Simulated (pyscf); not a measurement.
Optimised with ωB97X-D3(BJ)/def2-SVP in PySCF. Correlated levels are frozen-core, on RHF or UHF. ΔMP2 is the change of the MP2 total energy from the triple- to the quadruple-zeta basis.

**Question.** Estimate the classical barrier height and the reaction energy of H₃C–CH•–Cl (SMILES C[CH]Cl) → •H₂C–CH₂–Cl (SMILES [CH2]CCl) at CCSD(T)/def2-TZVPP + ΔMP2(QZVPP). The step runs on the doublet surface, breaks C–H and forms C–H; take the reactant's lowest minimum found as zero.

**Answer.** ΔE‡ = 47.6 kcal/mol, ΔE = +4.0 kcal/mol. Zero-point energy shifts the barrier by -2.7 kcal/mol. It is a hydrogen shift, with an imaginary mode of 2028i cm⁻¹. This is the saddle that the search found; another between the same sides may lie lower. The CCSD(T) − MP2 part came from Ansatz, without density fitting, on the same reference.
